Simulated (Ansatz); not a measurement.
C2H7AlSi at its PBE0-D4/def2-TZVP geometry, where that method's forces vanish. Total charge 0; spin multiplicity 1. The bonds changed during the relaxation, so this is another structure than the one it started from.

| atom | x (Å) | y (Å) | z (Å) |
| --- | --- | --- | --- |
| Si1 | 0.068 | -1.285 | 0.644 |
| C2 | 0.630 | -0.155 | -0.638 |
| C3 | 0.662 | 1.314 | -0.172 |
| Al4 | -1.147 | 0.688 | -0.422 |
| H5 | -0.400 | -2.621 | 0.205 |
| H6 | 0.666 | -1.375 | 2.008 |
| H7 | -1.235 | -0.429 | 1.059 |
| H8 | 1.203 | -0.486 | -1.496 |
| H9 | 1.137 | 1.546 | 0.780 |
| H10 | 1.011 | 1.997 | -0.947 |
| H11 | -2.595 | 0.806 | -1.021 |

For each bond, give half the difference of the two atoms' forces along it (eV/Å; positive pushes the atoms apart) under PBE-D4, r2SCAN-D4, B3LYP-D4, ωB97M-V in def2-TZVPP. (Best estimate.)

Computed: 
| bond | length (Å) | PBE-D4 | r2SCAN-D4 | B3LYP-D4 | ωB97M-V |
| --- | --- | --- | --- | --- | --- |
| Si1–C2 | 1.799 | 0.12 | 0.02 | 0.08 | 0.00 |
| Si1–Al4 | 2.551 | 0.13 | 0.03 | 0.22 | 0.16 |
| Si1–H5 | 1.482 | 0.02 | -0.05 | -0.12 | -0.11 |
| Si1–H6 | 1.492 | 0.06 | -0.01 | -0.12 | -0.16 |
| Si1–H7 | 1.613 | 0.09 | 0.01 | 0.00 | -0.04 |
| C2–C3 | 1.542 | 0.00 | 0.14 | 0.24 | 0.27 |
| C2–Al4 | 1.979 | 0.17 | 0.06 | 0.17 | 0.10 |
| C2–H8 | 1.084 | 0.06 | -0.03 | -0.10 | -0.10 |
| C3–Al4 | 1.931 | 0.16 | 0.09 | 0.17 | 0.05 |
| C3–H9 | 1.089 | 0.09 | -0.04 | -0.08 | -0.09 |
| C3–H10 | 1.090 | 0.09 | -0.06 | -0.13 | -0.09 |
| Al4–H11 | 1.570 | -0.05 | -0.03 | -0.17 | -0.16 |

B3LYP here is the variant with VWN-RPA as its local correlation; programs differ in this.
